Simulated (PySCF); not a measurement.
F4Zr, multiplicity 1. Atoms are numbered in the order given.

```xyz
5

Zr     0.0000     0.0000     0.0000
F     -1.0993     1.0993    -1.0993
F      1.0993     1.0993     1.0993
F      1.0993    -1.0993    -1.0993
F     -1.0993    -1.0993     1.0993
```
Charge 0, spin multiplicity 1.

The structure is a stationary point at B3LYP-D3(BJ)/def2-SVP. The multiplicity is an assumed one; other spin states were not compared. The isomer is the one that the SMILES or the coordinates give; other isomers of the formula were not compared. The def2 effective core potentials stand for the cores of Zr; spin–orbit coupling is left out.

Level of theory: B3LYP/def2-TZVPD (PySCF).

Mulliken values depend strongly on the basis, most of all with diffuse functions as here. ESP charges are fitted to the potential on shells at 1.4 to 2.0 van der Waals radii. Atomic charges (e):

```
atom  Mulliken  ESP fit
----  --------  -------
Zr1       2.30     1.65
F2       -0.57    -0.41
F3       -0.57    -0.41
F4       -0.57    -0.41
F5       -0.57    -0.41
```
